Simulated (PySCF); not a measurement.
C2H11N3OSi3.
SMILES with atom numbers: `[CH3:1][C:2](=[O:3])[SiH:4]1[NH:5][SiH2:6][NH:7][SiH2:8][NH:9]1` (hydrogens: H10, H11, H12 on C1; H13 on Si4; H14 on N5; H15, H16 on Si6; H17 on N7; H18, H19 on Si8; H20 on N9)

Structure used (PBE0-D3(BJ)/def2-SVP), in Å, numbered top down from 1:
```xyz
20
C2H11N3OSi3 angstrom
C      3.370   -0.110    0.058
C      2.101   -0.919    0.016
O      2.054   -2.050    0.458
Si     0.467   -0.209   -0.745
N      0.042    1.288    0.043
Si    -1.610    1.790    0.273
N     -2.585    0.540   -0.444
Si    -2.400   -1.190   -0.321
N     -0.689   -1.443   -0.388
H      4.191   -0.706    0.478
H      3.216    0.792    0.675
H      3.630    0.239   -0.955
H      0.670   -0.008   -2.215
H      0.782    1.851    0.450
H     -1.861    1.999    1.734
H     -1.957    3.067   -0.428
H     -3.334    0.864   -1.048
H     -3.184   -1.771   -1.456
H     -2.924   -1.792    0.945
H     -0.258   -2.253    0.059
```

Computed with PySCF, TDDFT wB97X-D/def2-SVPD, vertical, gas phase, core orbitals frozen in the response.

Transition dipole moments from the ground state, in atomic units and in the frame of the coordinates above (overall signs are arbitrary), for the states with f of 0.002 or more among the lowest 9:

```tsv
state	E (eV)	μx	μy	μz
S2	5.823	0.031	0.214	-0.061
S4	6.691	0.188	0.080	-0.060
S5	6.704	0.451	-0.099	0.088
S6	6.813	-0.177	0.091	-0.161
S7	6.950	-0.117	-0.009	0.095
S8	7.045	0.040	0.171	0.142
S9	7.085	-0.070	-0.051	-0.186
```

Question: What oscillator strength does each state have?

Answer: f = (2/3) ΔE |μ|² with ΔE in hartree (27.2114 eV).

```tsv
state	|μ|² (au)	|μ| (D)	f
S2	0.051	0.57	0.007
S4	0.045	0.54	0.007
S5	0.221	1.20	0.036
S6	0.065	0.65	0.011
S7	0.023	0.38	0.004
S8	0.051	0.57	0.009
S9	0.042	0.52	0.007
```

Question: What angle do the transition dipoles of S5 and S6 make?

Answer: |cos θ| = |μa·μb| / (|μa| |μb|) = 0.85, so θ ≈ 31° (taken between 0 and 90°, since the signs are arbitrary).

Question: What peak molar absorption coefficient would the strongest computed level give as a lone Gaussian band 0.3 eV wide at half height?

Answer: ε(max) = 2.175×10⁸ f / FWHM, with the width in cm⁻¹. S5: 2.175×10⁸ × 0.0363 / 2420 ≈ 3300 L mol⁻¹ cm⁻¹.

The vertical ionisation energy (ΔSCF) is 8.86 eV, 1.77 eV above S9.

Hardware: one thread of an Arm Neoverse V1, on a shared host. Cost: 10 min wall, 1.4 GiB resident at most.

One conformer stands for the species.
